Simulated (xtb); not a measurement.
Input for xtb: GFN1-xTB on ZnF+, 2S+1 = 1, a spin state set in the input, which need not be the lowest, a point of a bond scan (R = 1.719 Å). Charge +1.

```
$ xtb mol.xyz --gfn 1 --sp --chrg 1 --uhf 0
2

Zn     0.00000000     0.00000000     0.00000000
F      0.00000000     0.00000000     1.71923700
```

Q: Predict the final total energy.

A: -5.3758 hartree.
